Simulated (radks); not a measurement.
Results of a calculation; reference values are marked as such.
Coulomb parameter of the 4d shell of the molybdenum ion Mo+ in the model configuration [Kr] 4d4 5s1, as a second difference U = [E(n + 1) + E(n - 1) - 2 E(n)] / (1)^2 with all orbitals relaxed. "Bare": the charge of the atom changes with n. "Screened": the 5s shell takes up the change at fixed total charge, which measures U(4d,4d) + U(5s,5s) - 2 U(4d,5s). Code: a radial shooting solver on a logarithmic mesh with Libxc functionals. Model: scalar-relativistic Kohn-Sham, LDA (Slater exchange, Perdew-Wang correlation), spin-unpolarised, spherical densities, finite nucleus; Fermi nuclear charge, rms radius 4.4091 fm.

| case | configuration | E - E(n) (eV) |
|---|---|---|
| start | [Kr] 4d4 5s1 | 0.000 |
| bare +1 | [Kr] 4d5 5s1 | -8.260 |
| bare -1 | [Kr] 4d3 5s1 | 18.337 |
| screened +1 | [Kr] 4d5 | -1.083 |
| screened -1 | [Kr] 4d3 5s2 | 2.390 |

U(bare) = 10.077 eV, U(screened by 5s) = 1.307 eV, against the Slater integral F0(4d,4d) = 13.791 eV with frozen orbitals.
